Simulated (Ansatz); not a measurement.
Coupled-cluster run, CH4FNOSn.

```yaml
crystal:
  periodic: [false, false, false]
  atoms:
    - {symbol: N, position_ang: [0.628303, 1.649105, -0.980216]}
    - {symbol: Sn, position_ang: [1.132298, 1.045096, 0.874467]}
    - {symbol: F, position_ang: [1.668317, -0.738127, 0.194612]}
    - {symbol: C, position_ang: [-1.075040, -1.422986, 0.715889]}
    - {symbol: O, position_ang: [-1.060914, -0.299942, 1.156638]}
    - {symbol: H, position_ang: [0.312317, 2.573078, -1.227119]}
    - {symbol: H, position_ang: [0.657219, 1.034050, -1.779170]}
    - {symbol: H, position_ang: [-1.995927, -2.027606, 0.777400]}
    - {symbol: H, position_ang: [-0.177974, -1.858868, 0.250499]}
basis:
  gaussian: {orbitals: def2-SVP}
correlation: {method: ccsd_t}
```

```sh
$ ansatz run in.yaml --threads 4 --pin off --events-out ev --progress --plain
```

Output of Ansatz, abridged:

```
Functional definition: HF
  name "HF"
  cite "Fock, Z. Phys. 61, 126 (1930) doi:10.1007/BF01340294"
  parent pbe
  exchange = exact_x
  correlation = 0
1095 factors; integrals over basis functions are off by at most 1.1e-3 eV
mean field evaluation 1: about -13113.6296 eV, gradient 5.0e1 eV
mean field evaluation 2: about -13113.7688 eV, gradient 5.0e1 eV
mean field evaluation 4: about -13119.0252 eV, gradient 3.1e0 eV
mean field evaluation 8: about -13119.0894 eV, gradient 1.6e-1 eV
mean field -13119.08959045 eV, -482.1176500106 hartree, gradient 1.4e-6 eV, S^2 0.000000; 0 other end points of the search recorded, 0 dependent functions left out
8 core orbitals not correlated: weight in the atoms' cores, before any rotation towards them, 1.000 or more for the frozen orbitals, at most 0.000 for the correlated occupied ones
reference -13119.08959045 eV, -482.1176500106 hartree; 20, 20 occupied and 74, 74 virtual orbitals, 1095 factors
second order -20.99446262 eV of doubles, -0.00000000 eV of singles
cycle   1  -21.14372206 eV  change   -1.5e-1 eV  update   1.3e-1
cycle   2  -21.74097360 eV  change   -6.0e-1 eV  update   4.1e-2
cycle   3  -21.92682161 eV  change   -1.9e-1 eV  update   2.5e-2
cycle   4  -21.91969598 eV  change    7.1e-3 eV  update   7.2e-3
cycle   5  -21.91388234 eV  change    5.8e-3 eV  update   3.4e-3
cycle   6  -21.91559165 eV  change   -1.7e-3 eV  update   1.3e-3
cycle   7  -21.91527448 eV  change    3.2e-4 eV  update   4.5e-4
cycle   8  -21.91506020 eV  change    2.1e-4 eV  update   1.9e-4
cycle   9  -21.91506125 eV  change   -1.1e-6 eV  update   8.1e-5
cycle  10  -21.91509411 eV  change   -3.3e-5 eV  update   3.2e-5
perturbative correction -0.59062787 eV, -0.0217051739 hartree
Total energy: -13141.59531243 eV, -482.9447200385 hartree
```

Run time 5.5 s (4 threads of a server CPU on a shared host); peak host memory 0.56 GiB.

The correlation energy is -22.506 eV, 2.6 % of it from (T); the T1 diagnostic reads 0.0158.
